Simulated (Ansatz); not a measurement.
C3H11AlO (`[CH3][Al-]([CH3])([CH3])[OH2+]`). Charge 0, multiplicity 1. The geometry is a stationary point of PBE0-D4/def2-TZVP. It is one conformer, not always the lowest.

```xyz
16

C     0.567   -1.877    0.116
Al    0.117    0.050    0.136
C     0.895    1.191   -1.282
C    -0.297    0.883    1.868
O    -1.740   -0.142   -0.724
H     0.612   -2.305   -0.892
H     1.555   -2.047    0.560
H    -0.131   -2.486    0.704
H     0.366    2.144   -1.403
H     0.931    0.704   -2.264
H     1.931    1.455   -1.038
H    -0.778    1.860    1.757
H     0.613    1.047    2.457
H    -0.958    0.261    2.482
H    -1.763    0.332   -1.563
H    -1.921   -1.069   -0.913
```

Question: What is the dipole moment at ωB97M-V/def2-TZVPP? (Estimate.)

Answer: Ansatz gave: 3.98 D, with components (-2.85, -0.90, -2.63) D in this frame, pointing from negative to positive charge.

Question: And with PBE, r2SCAN, B3LYP? (Estimate.)

Answer: The calculation gave: PBE 3.87 D, r2SCAN 3.96 D, B3LYP 3.96 D.

Question: Give the Mulliken charges with ωB97M-V, r2SCAN, PBE in def2-TZVPP. (An estimate is asked.)

Answer: Ansatz gave: 
```csv
atom,ωB97M-V,r2SCAN,PBE
C1,-0.59,-0.44,-0.49
Al2,0.60,0.59,0.48
C3,-0.59,-0.44,-0.49
C4,-0.55,-0.41,-0.46
O5,-0.17,-0.22,-0.18
H6,0.09,0.04,0.07
H7,0.11,0.06,0.09
H8,0.10,0.05,0.07
H9,0.10,0.05,0.07
H10,0.09,0.04,0.07
H11,0.11,0.06,0.09
H12,0.09,0.04,0.07
H13,0.10,0.05,0.08
H14,0.09,0.04,0.07
H15,0.22,0.23,0.22
H16,0.22,0.23,0.22
```

B3LYP here is the variant with VWN-RPA as its local correlation; programs differ in this.
